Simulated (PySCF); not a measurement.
Bromine: a sound run and one with changed settings

Sound run: Br²⁺ [Ar] 3d10 4s2 4p3, Br³⁺ [Ar] 3d10 4s2 4p2. All numbers are calculated (PySCF 2.14, no relativity, point nucleus, in 6-31G*). In the sound run the correlated levels freeze [Ar] 3d10. The sound run starts from symmetry-adapted Hartree-Fock orbitals and uses a fine grid where one is needed.

Changed run: the spin-free X2C one-electron Hamiltonian (Gaussian nucleus). This setting is unsound on purpose.

```
species   method  sound run (hartree)  changed run (hartree)  converged
   Br²⁺      UHF          -2570.94546            -2595.62155        yes
   Br²⁺     BP86          -2572.84060            -2597.51418        yes
   Br²⁺     MN15          -2572.91825            -2597.58775        yes
   Br²⁺      MP2          -2571.00383            -2595.67948        yes
   Br²⁺  CCSD(T)          -2571.01969            -2595.69498        yes
   Br³⁺      UHF          -2569.66845            -2594.33652        yes
   Br³⁺     BP86          -2571.53998            -2596.20536        yes
   Br³⁺     MN15          -2571.61381            -2596.27517        yes
   Br³⁺      MP2          -2569.71421            -2594.38192        yes
   Br³⁺  CCSD(T)          -2569.73225            -2594.39947        yes
```

Ionisation energy of Br²⁺:

| method | sound run (eV) | changed run (eV) |
| --- | --- | --- |
| UHF | 34.749 | 34.968 |
| BP86 | 35.392 | 35.615 |
| MN15 | 35.495 | 35.717 |
| MP2 | 35.092 | 35.308 |
| SCS-MP2 | 34.970 | 35.187 |
| CCSD | 35.032 | 35.251 |
| CCSD(T) | 35.033 | 35.253 |

Most of the change in total energy is the relativistic energy itself. On top of that the contraction fixes the core shape for the Hamiltonian it was made with, so the changed run is not a good calculation with the other Hamiltonian either.

For comparison, NIST gives 34.871 ± 0.019 eV between the lowest levels.
